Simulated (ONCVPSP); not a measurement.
## Potentials for copper (Cu) compared

Generated with ld1.x 7.5 (TM, RRKJ, ultrasoft, PAW), atompaw 4.2 or ONCVPSP 4.0.1. The cutoff is in Ry: for ld1.x and atompaw files where the sum of valence levels is converged to 10 mRy in a Bessel basis, for ONCV files where the hardest occupied wave has 1 mHa per electron of residual kinetic energy. The error is the largest all-electron minus pseudo excitation energy over each file’s own four to seven test configurations (ionisations up to +4, promotions, holes and added fractions of an electron), all of which were solved. The labels leave out finer settings (local radius, basis sizes, second energies), which also bear on the numbers. Spin-polarised tests are not counted. The rows are a selection from randomly drawn settings: files with unsolved tests, undetermined cutoffs or missed reference levels are left out.

A true bound ghost makes a file unfit for plane-wave use even where its test errors are small: the radial tests pick states by their node count and pass the ghost by.

| potential | cutoff (Ry) | largest error (meV) | bound ghosts |
| --- | --- | --- | --- |
| ONCV, Wu-Cohen, fully relativistic, rc 1.35/0.65/1.45 (spd), local smoothed, core correction yes, reference 3s2 3p6 3d9 4s2, qcut 9.8/15/8.8, projectors 2/2/1 | 186 | +55 | none |
| ONCV, LDA (Perdew-Zunger), scalar-relativistic, rc 0.65/0.75/1.20 (spd), local smoothed, core correction no, reference 3s2 3p6 3d8, qcut 13/12.3/15.3, projectors 1/2/2 | 172 | +210 | none |
| ONCV, PBE, scalar-relativistic, rc 0.75/0.90/1.60 (spd), local smoothed, core correction yes, reference 3s2 3p6 3d9, qcut 9.5/11.8/11.4, projectors 3/1/2 | 549 | +102 | s |
| ONCV, PBEsol, scalar-relativistic, rc 1.25/0.70/1.30 (spd), local smoothed, core correction yes, reference 3s2 3p6 3d9 4s2, qcut 11.3/12.6/9.6, projectors 2/2/2 | 151 | +63 | none |
| ONCV, PBEsol, scalar-relativistic, rc 1.40/0.65/1.40/1.35 (spdf), local smoothed, core correction yes, reference 3s2 3p6 3d10 4s0.5, qcut 10.2/11.3/11.4/8.1, projectors 2/2/1/2 | 306 | -12 | none |
| ONCV, PBE, fully relativistic, rc 0.95/0.90/1.25/1.15 (spdf), local smoothed, core correction yes, reference 3s2 3p6 3d10, qcut 16.7/16.6/13.5/9.6, projectors 2/2/2/1 | 171 | +38 | none |

Q: Fill in the row for Cu: ONCV, PBE, fully relativistic, rc 1.05/0.65/1.60 (spd), local smoothed, core correction yes, reference 3s2 3p6 3d10, qcut 11.1/14.5/10.6, projectors 2/1/2.

A: cutoff 175 Ry, largest error +197 meV, bound ghosts: none.

Q: Fill in the row for Cu: ONCV, LDA (Perdew-Wang 92), scalar-relativistic, rc 0.95/0.70/1.10 (spd), local smoothed, core correction yes, reference 3s2 3p6 3d9 4s2, qcut 16.3/13.1/15.6, projectors 3/3/2.

A: cutoff 177 Ry, largest error +34 meV, bound ghosts: p.

Q: Fill in the row for Cu: ONCV, PBEsol, fully relativistic, rc 0.80/1.15/1.55 (spd), local smoothed, core correction yes, reference 3s2 3p6 3d10, qcut 6.9/15.3/11.5, projectors 3/2/3.

A: cutoff 384 Ry, largest error +193 meV, bound ghosts: none.
